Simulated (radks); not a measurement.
The numbers below are computed, except where a source is named.
Polarisability of neutral tin, [Kr] 4d10 5s2 5p2, at imaginary frequency. Code: a radial shooting solver on a logarithmic mesh with Libxc functionals. Model: non-relativistic Kohn-Sham, PBE, spin-unpolarised, spherical densities, point nucleus; relativity is left out, which matters for an element this heavy. Response by self-consistent Sternheimer equations with the Hartree and adiabatic LDA kernel.

| w (hartree) | alpha1(iw) (bohr^3) |
|---|---|
| 0.00266 | 66.66 |
| 0.0143 | 66.28 |
| 0.0360 | 64.26 |
| 0.0697 | 58.77 |
| 0.118 | 49.23 |
| 0.186 | 37.45 |
| 0.280 | 26.09 |
| 0.413 | 16.93 |
| 0.605 | 10.46 |
| 0.892 | 6.301 |
| 1.35 | 3.715 |
| 2.12 | 2.073 |
| 3.59 | 0.9976 |
| 6.94 | 0.3559 |
| 17.5 | 0.07744 |

Static values: alpha1 = 66.68 bohr^3 (9.880 angstrom^3; uncoupled 101.5). C6 = 745.9, triple-dipole C9 = 34780 atomic units. One-pole (London) frequency 4 C6 / (3 alpha1^2) = 0.224 hartree, against 0.139 for minus the highest occupied eigenvalue. Recommended static value: 53 bohr^3 (Schwerdtfeger and Nagle, 2023 table).

Beside tabulated values, note that spin-unpolarised runs miss the spin-polarisation part of the exchange energy of open shells.
